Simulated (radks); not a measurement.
Values are calculated unless marked as measured or tabulated.
Question: Coherent X-ray form factor from a spherical all-electron density. Code: a radial shooting solver on a logarithmic mesh with Libxc functionals. Model: scalar-relativistic Kohn-Sham, SCAN, spin-polarised, spherical densities, finite nucleus; meta-GGA in the generalised Kohn-Sham scheme; Fermi nuclear charge, rms radius of each element as measured or else 0.836 A^(1/3) + 0.57 fm.

sin(theta)/lambda (1/angstrom)  f0 (electrons)
0.05                                    45.903
0.1                                     45.614
0.15                                    45.138
0.2                                     44.485
0.25                                    43.669
0.3                                     42.705
0.4                                     40.408
0.5                                     37.758
0.6                                     34.923
0.8                                     29.315
1                                       24.499
1.25                                    20.095
1.5                                     17.230
2                                       13.683

The species is in the configuration that NIST lists as its ground one. Which atom or ion scatters so?

Answer: The hafnium ion Hf26+, [Kr] 4d10. Extrapolating in s^2 from the first two rows gives f0(0) = 46.0, near the electron count 46; among species with that count, the fall with angle is slower the higher Z, and the table is that of Z = 72; from so few rows the species is fixed only to a neighbour or two.
